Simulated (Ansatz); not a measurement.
CH$_{5}$ClSSn (`C[S][SnH2][Cl]`), relaxed with RKS PBE0-D4/def2-TZVP in the Gaussian-basis code of Ansatz from a PBE-D4/def2-SVP geometry. The force threshold is 0.005 eV/Å; the program also tests the step.

The species carries charge 0 and has multiplicity 1. Sn: def2 effective core potential.

Start:

```xyz
9

C    -1.062   -0.635   -1.083
S     0.233    0.648   -1.339
Sn    0.999    0.843    0.950
Cl    1.871   -1.278    1.607
H    -0.629   -1.563   -0.666
H    -1.878   -0.272   -0.428
H    -1.482   -0.854   -2.082
H     2.279    1.995    1.022
H    -0.331    1.115    2.020
```

```csv
step,energy (eV),largest force (eV/Å),largest move (Å)
1,-30301.8968,0.665,0.000
2,-30301.9413,0.323,0.090
3,-30301.9544,0.100,0.035
4,-30301.9552,0.060,0.018
5,-30301.9555,0.022,0.005
6,-30301.9556,0.017,0.015
7,-30301.9556,0.016,0.011
8,-30301.9557,0.016,0.010
9,-30301.9557,0.013,0.004
10,-30301.9557,0.007,0.003
11 (rejected),-30301.9557,0.007,0.003
12,-30301.9557,0.001,0.002
```

End:

```xyz
9

C    -1.044   -0.639   -1.071
S     0.211    0.656   -1.303
Sn    0.979    0.849    0.935
Cl    1.792   -1.252    1.568
H    -0.595   -1.553   -0.683
H    -1.847   -0.306   -0.413
H    -1.460   -0.841   -2.058
H     2.270    1.949    1.008
H    -0.306    1.139    2.016
```

It took 72 s on 2 threads of a server CPU on a shared host, with 0.58 GiB of host memory at the peak.
